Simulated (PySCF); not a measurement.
C7H9 (charge +1).
SMILES with atom numbers: `[CH3:1][C:2]#[C:3]/[CH:4]=[CH:5]/[CH+:6][CH3:7]` (hydrogens: H8, H9, H10 on C1; H11 on C4; H12 on C5; H13 on C6; H14, H15, H16 on C7)

Theory: PySCF 2.14.0, density-fitted response routines, TDDFT PBE0/def2-SVPD, vertical, gas phase, core orbitals frozen in the response. Isolated species at its GFN2-xTB geometry (one conformer only). Torsions of this conformer, `[CH3:1][C:2]#[C:3]/[CH:4]=[CH:5]/[CH+:6][CH3:7]`: C4–C5–C6–C7 180°.

```
state  E (eV)  ν̃ (cm⁻¹)       f  |μ| (D)  main configurations (H = HOMO, L = LUMO)
   S1    2.63      21200  0.0001     0.12                               H-1→L (99%)
   S2    4.08      32900   0.850     7.41                                 H→L (96%)
   S3    5.31      42810  0.0006     0.17                               H-3→L (94%)
   S4    5.89      47540   0.059     1.62                               H-2→L (94%)
   S5    6.08      49040  0.0016     0.26                               H-4→L (94%)
   S6    6.53      52690  0.0001     0.05                               H-6→L (91%)
```

Triplets, Tamm–Dancoff:

```json
{"state": "T1", "E (eV)": "2.03", "λ (nm)": "610.7", "main configurations (H = HOMO, L = LUMO)": "H→L (98%)"}
{"state": "T2", "E (eV)": "2.36", "λ (nm)": "526.2", "main configurations (H = HOMO, L = LUMO)": "H-1→L (98%)"}
```

The lowest singlet lies at 2.63 eV (472 nm, visible) and is dark (f under 0.0005); its leading configuration is HOMO-1→LUMO (99%). The most intense listed level is S2 at 4.08 eV (304 nm, f = 0.850), 1.45 eV above S1. Löwdin shares by element: HOMO carbon 74% or more (atoms not listed hold the other 26%); LUMO carbon 75% or more (atoms not listed hold the other 25%). The listed states span 3.90 eV, and the widest gap between neighbours is 1.45 eV (S1 to S2). The oscillator strengths of these states sum to 0.911; summed over the whole spectrum of an exact calculation they would give the number of electrons, 50 (Thomas–Reiche–Kuhn). Of the 6 states listed, 2 reach f = 0.01 and 2 stay under 0.0005. S1 lies in the visible range (380 to 750 nm), at 472 nm, dark in the vertical dipole picture (f under 0.0005); light of that wavelength is blue, and its complementary colour is yellow; a Tamm–Dancoff triplet lies at 611 nm, without intensity as long as spin–orbit coupling is left out. Singlets were solved by full linear response, triplets in the Tamm–Dancoff approximation.

Hardware: one thread, Intel Xeon Platinum 8488C (x86_64), no GPU, on a shared host. Cost: 26 s, 0.89 GiB resident at most.
